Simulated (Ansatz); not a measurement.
One change: `ClBCl` becomes `Cl[BH][ZnH]`.

Ansatz, PBE0-D4/def2-TZVP geometries, multiplicity 1. 

Scalar relativity is left out up to krypton.

```csv
property,`ClBCl`
HOMO energy (B3LYP/def2-TZVPP) / eV,-9.00
LUMO energy (B3LYP/def2-TZVPP) / eV,-1.92
HOMO–LUMO gap (ωB97M-V/def2-TZVPP) / eV,11.88
HOMO energy (ωB97M-V/def2-TZVPP) / eV,-11.51
LUMO energy (ωB97M-V/def2-TZVPP) / eV,0.37
size of the dipole moment (ωB97M-V/def2-TZVPP) / D,0.45
```

(1) What does the change do to each property? (Estimate.)

Results:

(1) Computed: 
```csv
property,`Cl[BH][ZnH]`,shift
HOMO energy (B3LYP/def2-TZVPP) / eV,-6.83,2.17
LUMO energy (B3LYP/def2-TZVPP) / eV,-2.56,-0.64
HOMO–LUMO gap (ωB97M-V/def2-TZVPP) / eV,8.64,-3.24
HOMO energy (ωB97M-V/def2-TZVPP) / eV,-9.12,2.39
LUMO energy (ωB97M-V/def2-TZVPP) / eV,-0.48,-0.85
size of the dipole moment (ωB97M-V/def2-TZVPP) / D,0.58,0.13
```

With PBE0 the HOMO rises by 2.25 eV and the LUMO falls by 0.63 eV, so the gap narrows by about 2.88 eV. PBE moves the HOMO by 1.94 eV and ωB97M-V by 2.39 eV. The zero-point energy changes by 11.6 kJ/mol with +3 modes. Dipoles are sizes alone; their direction can turn.

B3LYP here is the variant with VWN-RPA as its local correlation; programs differ in this.
